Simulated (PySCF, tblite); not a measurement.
Isomers of C5H9FOSi, one GFN2-xTB conformer each. Single-point energies are computed at PBE0/pcSseg-1 (PySCF, gas phase, no added dispersion term), electronic only.

Question: Rank them by PBE0/pcSseg-1 energy, lowest first (kcal/mol).
A. `[CH2:1]=[CH:2][CH2:3][SiH2:4][O:5]/[CH:6]=[CH:7]/[F:8]` with C1–C2–C3–Si4 107°, C2–C3–Si4–O5 69°, C3–Si4–O5–C6 178°, Si4–O5–C6–C7 179°
B. `[CH3:1][Si@@H:2]1[CH:3]=[CH:4][O:5][C@@H:6]1[CH2:7][F:8]` with O5–C6–C7–F8 177°

Answer: B (0.0), A (9.4).

As drawn, the higher has an Si–O bond, which the lower lacks. GFN2-xTB itself gives, in the same order: 13.3, 0.0. GFN2-xTB puts C=CC[SiH2]O/C=C/F lowest instead.

Q: Which frontier levels, dipoles and rotational constants go with these structures?

A: 
```
                SMILES  HOMO (eV, PBE0/pcSseg-1)  LUMO (eV)  dipole (D)       A, B, C (MHz)
C[Si@@H]1C=CO[C@@H]1CF                     -6.77       0.16        1.14    2236, 1610, 1055
     C=CC[SiH2]O/C=C/F                     -6.72      -0.08        1.84  4125, 612.0, 560.1
```

Q: What happens when harmonic zero-point energies from GFN2-xTB frequencies are added?

A: 
```
                SMILES  ZPE (kcal/mol)  electronic (kcal/mol)  with ZPE (kcal/mol)
C[Si@@H]1C=CO[C@@H]1CF            80.4                    0.0                  0.0
     C=CC[SiH2]O/C=C/F            77.5                    9.4                  6.5
```

The zero-point energies span 2.9 kcal/mol. The order is unchanged.
